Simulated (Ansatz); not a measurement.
Reaction (redistribution): `C=[C](F)[InH][CH3]` + `SBCl` → `[CH3][InH2]` + `C=C(F)B(S)Cl`

Isolated molecules relaxed with PBE0-D4/def2-TZVP in Ansatz; ΔE leaves out vibrations. CCSD(T)/CBS is the MP2 limit (def2-TZVPP, def2-QZVPP) plus CCSD(T) − MP2 in def2-TZVPP, frozen cores. This one scheme is used for every species. Functionals use def2-TZVPP. B3LYP here is the variant with VWN-RPA as its local correlation; programs differ in this. Elements past krypton have def2 core potentials. For In outer-core shells are correlated without core-valence functions, which leaves a few kJ/mol of doubt a bond. One conformer a species, not always the lowest.

`C=[C](F)[InH][CH3]`:

Cartesian coordinates in Å:
```
C -2.327 -0.094 -1.078
C -1.388 -0.021 -0.142
F -1.794 0.046 1.154
In 0.744 0.001 -0.491
C 2.068 0.095 1.193
H -2.037 -0.149 -2.119
H -3.385 -0.101 -0.834
H 1.210 -0.075 -2.151
H 1.541 0.468 2.072
H 2.444 -0.907 1.414
H 2.925 0.737 0.982
```

`SBCl`:

Cartesian coordinates in Å:
```
S 0.461 -0.806 -0.969
B -0.242 0.377 0.158
Cl -1.194 1.687 -0.492
H 1.058 -1.558 -0.030
H -0.082 0.301 1.333
```

`[CH3][InH2]`:

```xyz
7

C     0.920   -0.409    0.072
In   -1.040    0.466   -0.103
H     1.628    0.056   -0.614
H     1.286   -0.268    1.092
H     0.881   -1.483   -0.120
H    -1.256    2.010   -0.853
H    -2.419   -0.371    0.526
```

`C=C(F)B(S)Cl`:

Z-matrix (Å, degrees):
```
C
C 1 1.328
H 1 1.082 2 120.0
H 1 1.084 2 121.5 3 179.7
F 2 1.346 1 118.4 3 -179.7
B 2 1.557 1 125.9 3 -0.5
S 6 1.792 2 119.3 1 7.0
Cl 6 1.748 2 119.1 1 -173.1
H 7 1.342 6 96.3 2 -177.8
```

```json
{"level": "PBE-D4", "ΔE (kcal/mol)": "-6.2", "difference from CCSD(T)/CBS": "-2.1"}
{"level": "PBE0-D4", "ΔE (kcal/mol)": "-6.8", "difference from CCSD(T)/CBS": "-2.7"}
{"level": "B3LYP-D4", "ΔE (kcal/mol)": "-6.1", "difference from CCSD(T)/CBS": "-2.0"}
{"level": "ωB97X-V", "ΔE (kcal/mol)": "-5.5", "difference from CCSD(T)/CBS": "-1.4"}
{"level": "ωB97M-V", "ΔE (kcal/mol)": "-5.7", "difference from CCSD(T)/CBS": "-1.6"}
{"level": "PBE0", "ΔE (kcal/mol)": "-6.0", "difference from CCSD(T)/CBS": "-1.9"}
{"level": "B3LYP", "ΔE (kcal/mol)": "-4.6", "difference from CCSD(T)/CBS": "-0.5"}
{"level": "HF/def2-TZVPP", "ΔE (kcal/mol)": "-5.0", "difference from CCSD(T)/CBS": "-0.9"}
{"level": "MP2/def2-TZVPP", "ΔE (kcal/mol)": "-4.3", "difference from CCSD(T)/CBS": "-0.2"}
{"level": "CCSD/def2-TZVPP", "ΔE (kcal/mol)": "-4.5", "difference from CCSD(T)/CBS": "-0.4"}
{"level": "CCSD(T)/def2-TZVPP", "ΔE (kcal/mol)": "-4.5", "difference from CCSD(T)/CBS": "-0.4"}
{"level": "HF/def2-QZVPP", "ΔE (kcal/mol)": "-4.8", "difference from CCSD(T)/CBS": "-0.7"}
{"level": "MP2/def2-QZVPP", "ΔE (kcal/mol)": "-4.0", "difference from CCSD(T)/CBS": "0.1"}
{"level": "SCS-MP2/def2-QZVPP", "ΔE (kcal/mol)": "-3.8", "difference from CCSD(T)/CBS": "0.3"}
{"level": "HF/CBS(def2)", "ΔE (kcal/mol)": "-4.8", "difference from CCSD(T)/CBS": "-0.7"}
{"level": "CCSD/CBS(def2)", "ΔE (kcal/mol)": "-4.1", "difference from CCSD(T)/CBS": "0.0"}
{"level": "CCSD(T)/CBS", "ΔE (kcal/mol)": "-4.1", "difference from CCSD(T)/CBS": "0"}
```

Largest T1 diagnostic among the species: 0.013.

The D4 term adds −1.4 kcal/mol with B3LYP and −0.8 kcal/mol with PBE0; it sums over pairs of atoms, weighted by their polarisabilities, and B3LYP, whose exchange is more repulsive, gets the larger term.
